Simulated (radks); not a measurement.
Values are calculated unless marked as measured or tabulated.
In, configuration [Kr] 4d9.5 5s2 5p1.5 (fractional occupations, a model configuration).

Level of theory: Dirac Kohn-Sham, PBE, spin-unpolarised, spherical densities, finite nucleus; open shells are shared between the two j in proportion to 2j + 1; Fermi nuclear charge, rms radius 4.6156 fm (a radial shooting solver on a logarithmic mesh with Libxc functionals).

Energy parts (hartree):
total: -5882.75636
kinetic: 6181.15874
electron-nucleus: -14270.19810
Hartree: 2366.01640
exchange-correlation: -159.73340

Orbitals (lengths in bohr, moments of r in powers of bohr; <r^-3> diverges for s and p1/2; r(max) is where P^2 peaks):
| orbital | occ. | eigenvalue (hartree) | <r^-3> | <1/r> | r(max) |
|---|---|---|---|---|---|
| 1s1/2 | 2 | -1019.380 | - | 51.86 | 0.01922 |
| 2s1/2 | 2 | -152.7076 | - | 12.00 | 0.1087 |
| 2p1/2 | 2 | -142.4190 | - | 11.98 | 0.08384 |
| 2p3/2 | 4 | -134.6697 | 4019 | 11.19 | 0.08827 |
| 3s1/2 | 2 | -29.08796 | - | 4.228 | 0.3157 |
| 3p1/2 | 2 | -24.93588 | - | 4.135 | 0.3021 |
| 3p3/2 | 4 | -23.53597 | 739.5 | 3.942 | 0.3122 |
| 3d3/2 | 4 | -16.19333 | 115.4 | 3.785 | 0.2565 |
| 3d5/2 | 6 | -15.90651 | 108.0 | 3.735 | 0.2594 |
| 4s1/2 | 2 | -4.51670 | - | 1.646 | 0.7696 |
| 4p1/2 | 2 | -3.15782 | - | 1.528 | 0.7987 |
| 4p3/2 | 4 | -2.91178 | 129.9 | 1.466 | 0.8233 |
| 4d3/2 | 3.8 | -0.80631 | 13.45 | 1.164 | 0.9211 |
| 4d5/2 | 5.7 | -0.77376 | 12.43 | 1.147 | 0.9309 |
| 5s1/2 | 2 | -0.34037 | - | 0.5112 | 2.109 |
| 5p1/2 | 0.5 | -0.12347 | - | 0.3807 | 2.642 |
| 5p3/2 | 1 | -0.11033 | 6.802 | 0.3618 | 2.763 |

The highest occupied level is 5p3/2 at -3.002 eV. Summed over all electrons, <r^2> = 61.46 bohr^2, which gives a Langevin (diamagnetic) susceptibility term of -48.7 x 10^-6 cm^3/mol. The electron density at the nucleus is 1.748e+05 e/bohr^3.
